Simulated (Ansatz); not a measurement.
Reaction (redistribution): `B[AsH2]` + `F[CH2][SnH2][SiH3]` → `[BH2][SnH2][CH2]F` + `[SiH3][AsH2]`

Calculated with Ansatz (gas phase, PBE0-D4/def2-TZVP geometries, no zero-point term in ΔE). CBS: MP2 limit from def2 TZ/QZ plus the TZ coupled-cluster correction, frozen cores. Functionals use def2-TZVPP. B3LYP here is the variant with VWN-RPA as its local correlation; programs differ in this. def2 core potentials past Kr. For As, Sn outer-core shells are correlated without core-valence functions, which leaves a few kJ/mol of doubt a bond. Scalar relativity is left out up to krypton. Each species was taken in one conformer, which may not be the lowest.

`B[AsH2]`:

```xyz
6

B     0.442   -0.240    0.785
As    0.028    0.038   -1.130
H     1.073    0.584    1.375
H     0.204   -1.294    1.290
H    -1.351   -0.577   -1.207
H    -0.395    1.489   -1.114
```

`F[CH2][SnH2][SiH3]`:

```xyz
11

F     1.867   -1.265    0.734
C     1.833   -0.451   -0.389
Sn    0.172    0.944   -0.233
Si   -1.921   -0.325    0.519
H     2.785    0.081   -0.457
H     1.718   -1.086   -1.271
H    -0.041    1.664   -1.773
H     0.598    2.175    0.874
H    -3.101    0.580    0.514
H    -2.182   -1.456   -0.410
H    -1.728   -0.860    1.892
```

`[BH2][SnH2][CH2]F`:

Z-matrix (Å, degrees):
```
Sn
C 1 2.176
B 1 2.245 2 110.4
H 1 1.716 2 106.3 3 -119.3
H 1 1.710 2 107.9 3 125.8
F 2 1.390 1 109.7 3 -51.9
H 2 1.092 1 111.2 3 -171.5
H 2 1.093 1 110.6 3 67.4
H 3 1.194 1 121.7 2 141.6
H 3 1.194 1 119.8 2 -39.2
```

`[SiH3][AsH2]`:

Cartesian coordinates in Å:
```
Si -0.760 0.071 0.398
As 1.570 -0.159 0.069
H -0.997 1.295 1.207
H -1.241 -1.109 1.162
H -1.527 0.173 -0.870
H 1.588 0.955 -0.969
H 1.368 -1.227 -0.998
```

```tsv
level	ΔE (eV)
B3LYP	0.36
CCSD/CBS(def2)	0.35
```

(1) What does CCSD(T)/CBS give? (An estimate is asked.)

Largest T1 diagnostic among the species: 0.014.

Answers

(1) Ansatz gave: +0.37 eV. The listed levels differ from it by -0.01, -0.02 eV.

In def2-TZVPP, CCSD(T) changes the Hartree–Fock value by +0.06 eV (the triples alone add +0.02 eV) and MP2 by +0.07 eV.
